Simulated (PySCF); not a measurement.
# How the method moves the HOMO and LUMO of `[NH2][GeH2][C](=O)O`

CH5GeNO2.
Geometry (PBE0-D3(BJ)/def2-SVP, Å), atoms numbered from 1 in this order:
```xyz
10
CH5GeNO2 angstrom
N     -1.776    1.094   -0.325
Ge    -0.816   -0.387    0.163
C      1.063    0.079    0.679
O      1.384    0.468    1.771
O      1.933   -0.020   -0.338
H     -1.448    1.564   -1.164
H     -1.895    1.784    0.412
H     -1.477   -0.972    1.418
H     -0.810   -1.356   -1.028
H      2.798    0.273    0.003
```

Basis pcSseg-2 throughout (PySCF), one geometry. Isolated species at its PBE0-D3(BJ)/def2-SVP geometry (one conformer only). The calculation is non-relativistic, for germanium too.

**Question.** How do the orbital energies, the gap and the dipole change with the method?

**Answer.** 
```csv
method,kind,HOMO (eV),LUMO (eV),gap (eV),μ (D),SCF cycles
BLYP,GGA,-5.78,-1.69,4.09,1.53,15
OPBE,GGA,-5.79,-1.61,4.18,1.56,15
PBE,GGA,-5.86,-1.79,4.08,1.54,15
B97-D,GGA,-5.87,-1.69,4.18,1.55,15
BP86,GGA,-5.97,-1.86,4.11,1.55,15
KT3,GGA,-6.00,-1.76,4.24,1.49,15
KT2,GGA,-6.01,-1.81,4.20,1.49,15
LDA,LDA,-6.02,-2.04,3.98,1.56,15
B97-2,global hybrid,-7.01,-0.84,6.17,1.56,13
B3LYP,global hybrid,-7.07,-1.07,6.00,1.54,13
PBE0,global hybrid,-7.28,-0.81,6.47,1.56,13
mPW1PW91,global hybrid,-7.31,-0.81,6.50,1.56,13
BHandHLYP,global hybrid,-8.67,0.13,8.80,1.57,13
CAM-B3LYP,range-separated hybrid,-8.70,0.24,8.94,1.55,13
wB97X-D,range-separated hybrid,-9.14,1.02,10.16,1.58,13
LC-wPBE,range-separated hybrid,-9.99,1.48,11.47,1.57,13
HF,Hartree–Fock,-10.84,2.28,13.12,1.65,12
```

The HOMO spans 5.06 eV, from BLYP down to HF, and the gap runs from 3.98 eV (LDA) to 13.12 eV (HF). Over the methods BLYP (0 %), OPBE (0 %), PBE (0 %), B97-D (0 %), BP86 (0 %), KT3 (0 %), KT2 (0 %), LDA (0 %), B97-2 (21 %), B3LYP (20 %), PBE0 (25 %), mPW1PW91 (25 %), BHandHLYP (50 %), HF (100 %), a straight line through the gap against the share of exact exchange rises by 0.91 eV for each 10 % (correlation coefficient 0.999). The dipole ranges from 1.49 D (KT3) to 1.65 D (HF). This basis has no diffuse functions.

The vertical ΔSCF ionisation energy at wB97X-D/def2-SVPD is 9.55 eV; −ε(HOMO) comes closest to it with wB97X-D (9.14 eV).
